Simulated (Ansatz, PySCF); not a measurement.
Reaction (SMILES): [CH3][Ge]([Br])([Br])[Br] + 3 [GeH4] (GeH4) → [CH3][GeH3] [methylgermane] + 3 [GeH3][Br]
Each molecule is optimised on its own at B3LYP-D3(BJ)/def2-TZVP (Ansatz, an electronic-structure program). Frequencies are from Ansatz or PySCF.

Quantity: bond separation energy (enthalpy at 298 K, with B3LYP-D3(BJ) rigid-rotor harmonic-oscillator terms), in kJ/mol. Cores are frozen in the correlated levels unless marked. Spin-orbit coupling is left out. The frozen core is the preceding noble-gas configuration, with the filled d and f shells of earlier blocks. Non-relativistic. Basis-set limits of correlation are two-point, X^-3; Hartree-Fock from the larger set. [CCSD(T)-MP2]/basis is that difference in the basis named.

```tsv
level	program	bond separation energy (kJ/mol)	minus last row
PBE0/def2-TZVPD	Ansatz	19.7	-2.2
PBE0/def2-QZVPP	Ansatz	19.6	-2.3
BHLYP-D4/def2-TZVPD	Ansatz + dftd4	26.6	4.7
MP2/cc-pVQZ	Ansatz	28.0	6.1
RI-MP2/cc-pVQZ	Ansatz	27.9	6.0
RI-MP2/CBS(cc-pVTZ,cc-pVQZ)+[CCSD(T)-MP2]/cc-pVTZ	Ansatz	23.2	1.3
CCSD(T)/CBS(cc-pVTZ,cc-pVQZ)	Ansatz	21.9	0.0
```
